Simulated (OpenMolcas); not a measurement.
An OpenMolcas run meant for Ni III (ANO-L-VDZP, non-relativistic; inactive shells 1s 2s 2p 3s 3p; intended active space 8 electrons in 5 orbitals (3d)). One step of its input:

```
&CASPT2
Multistate=10 1 2 3 4 5 6 7 8 9 10
Frozen=2 3
IPEA=0.25
Shift=3.0
MaxIter=60
WThr=0.0 0.3 0.05
PrWF=0.5
NoMix
```

The run finished. Its levels beside those of a sound run (SS-CASPT2, IPEA 0.25 Eh, imaginary shift 0.1 Eh (closed shells correlated: 3s 3p)), in cm⁻¹ above each run's lowest level:

```
  Level  This run  Usual run
3d⁸ ³F₄       0.0        0.0
3d⁸ ³F₃      1435       1435
3d⁸ ³F₂      2398       2394
3d⁸ ¹D₂     14519      14024
3d⁸ ³P₂     18913      18482
3d⁸ ³P₁     19369      18943
3d⁸ ³P₀     19723      19297
3d⁸ ¹G₄     25079      24829
```

**Question.** Which setting is unsound, and how much does it matter here?

**Answer.** The level shift is far above the usual 0.1 to 0.3 hartree and damps the second-order energy. Against the sound run the excited levels shown move by 290 cm-1 on average and by 500 cm-1 at most.

CASPT2 breaks the degeneracy within a term, and the mean is taken; among the terms shown or strongly mixed into the levels shown the widest spread is 670 cm-1 (3d⁸ ³F, the sound run). Some high roots are left out of the spin-orbit mixing, which shifts the levels that they would mix with. Some levels mix across a computed gap that differs much from the measured one, so their mixing is not that of the real levels. Only configurations of the active space appear.
